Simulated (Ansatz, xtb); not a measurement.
**Isomers of ClFNOSi in order of energy**

3 gas-phase structures of ClFNOSi, found in a search over its isomers (lower ones may exist). Each was relaxed with GFN2-xTB; where two conformers were screened, the lower at r2SCAN-D4/def2-SVP is listed:

A. `[N-]=[O+][Si](F)Cl`, a doublet
B. `F[Si@]1(Cl)[N]O1`, a doublet
C. `O=N[Si](F)Cl`, a doublet

Problem. Which do you expect lowest at r2SCAN-D4/def2-SVP, and how would the others follow?

Solution. Calculated order at r2SCAN-D4/def2-SVP: B (0.000), C (0.543), A (1.147) eV.

Energies above the lowest of each column, in eV; the last columns are at PBE0-D3(BJ)/def2-SVP geometries and were run for some of them only (a dash: not run or not comparable):

| structure | GFN2-xTB | HF/STO-3G | r2SCAN-D4/def2-SVP | PBE0-D3(BJ)/def2-SVP | CCSD(T)/def2-SVP |
| --- | --- | --- | --- | --- | --- |
| B | 0.000 | 0.272 | 0.000 | 0.000 | 0.000 |
| C | 0.139 | 0.968 | 0.543 | 0.157 | 0.467 |
| A | 1.337 | 0.000 | 1.147 | – | – |

CCSD(T)/def2-SVP puts B lowest of those it was run on; HF/STO-3G picks A. Some further structures that were screened fall inside this span and aren't listed. Flexible structures stand in one conformer each, not always the lowest. Frequencies (PBE0-D3(BJ)/def2-SVP) were run for B, C alone. Open shells are spin-unrestricted, some with notable spin contamination.

Programs: Ansatz 0.2.0, xtb 6.7.1.
